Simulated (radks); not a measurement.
The numbers below are computed, except where a source is named.
Task: Ionisation of neutral tin, [Kr] 4d10 5s2 5p2, to Sn+, [Kr] 4d10 5s2 5p1, under several functionals. Scalar-relativistic Kohn-Sham, spin-polarised, spherical densities, finite nucleus; open shells are filled with parallel spins first (spin-orbit coupling, left out, can overturn this in heavy ions); a radial shooting solver on a logarithmic mesh with Libxc functionals. The NIST Atomic Spectra Database gives 7.344 eV (measured). Rank these functionals by the error of their Delta-SCF ionisation energy: HCTH/407; RPBE; MS2 meta-GGA; exchange-only PBE; OLYP; r2SCAN; LDA (Slater exchange, Perdew-Wang correlation); exchange-only LDA; TASK exchange with Perdew-Wang LDA correlation.

Result: From best to worst: MS2 meta-GGA 7.363 eV (+0.019); HCTH/407 7.395 eV (+0.051); RPBE 7.266 eV (-0.077); LDA (Slater exchange, Perdew-Wang correlation) 7.436 eV (+0.093); r2SCAN 7.511 eV (+0.167); TASK exchange with Perdew-Wang LDA correlation 7.594 eV (+0.250); OLYP 7.077 eV (-0.267); exchange-only PBE 6.709 eV (-0.635); exchange-only LDA 6.643 eV (-0.701). Open shells are spherical and high-spin; term and fine-structure splittings are not resolved. Spin-orbit splitting is averaged out at the scalar-relativistic level.
